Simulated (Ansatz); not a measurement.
`N=C[SiH2]F` → `N=CF` + `[SiH2]` at 700 K and 1 bar (silylene formation by 1,1-elimination).

Calculated with Ansatz (gas phase, PBE0-D4/def2-TZVP geometries, no zero-point term in ΔE). CCSD(T)/CBS adds triple-zeta CCSD(T) − MP2 to the extrapolated MP2 energy (def2 sets, frozen cores). This one scheme is used for every species. Each species was taken in one conformer, which may not be the lowest.

```csv
species,CCSD(T)/CBS energy (Eh),H − E (kJ/mol),S (J/(mol·K))
`N=C[SiH2]F`,-484.06110,193.7,391.4
`N=CF`,-193.72220,122.2,297.1
`[SiH2]`,-290.19011,56.3,240.4
```

H − E and S are ideal-gas, rigid-rotor, harmonic terms from PBE0-D4/def2-TZVP, for one conformer and one mirror image of each species. 1 Eh = 2625.50 kJ/mol, R = 8.31446 J/(mol·K).

Q: By hand: ΔE, ΔH, ΔS and ΔG.

A: ΔE = (-193.72220) + (-290.19011) − (-484.06110) = 0.14879 Eh = 390.6 kJ/mol. Δ(H − E) = 122.2 + 56.3 − 193.7 = -15.2, so ΔH = 375.4 kJ/mol. ΔS = 297.1 + 240.4 − 391.4 = 146.1 J/(mol·K). ΔG = 375.4 − 700 × (146.1)/1000 = 273.1 kJ/mol.

Q: By hand: the equilibrium constant, and the temperature at which ΔG would vanish if ΔH and ΔS stayed fixed.

A: log₁₀ K = −ΔG/(RT ln 10) = -20.4. ΔG = 0 at ΔH/ΔS = 2569 K, far beyond where these terms or the molecules hold.

The number of gas molecules changes by +1, which sets the sign of ΔS. A doubt of 5 kJ/mol in ΔE shifts log₁₀ K by 0.4 here. Other conformers and mirror images would add mixing entropy, several J/(mol·K) or more a flexible species. These are equilibria of isolated gas molecules and say nothing of rates. Largest T1 diagnostic: 0.014 (customary marks: 0.02 for closed shells, 0.045 for open ones).
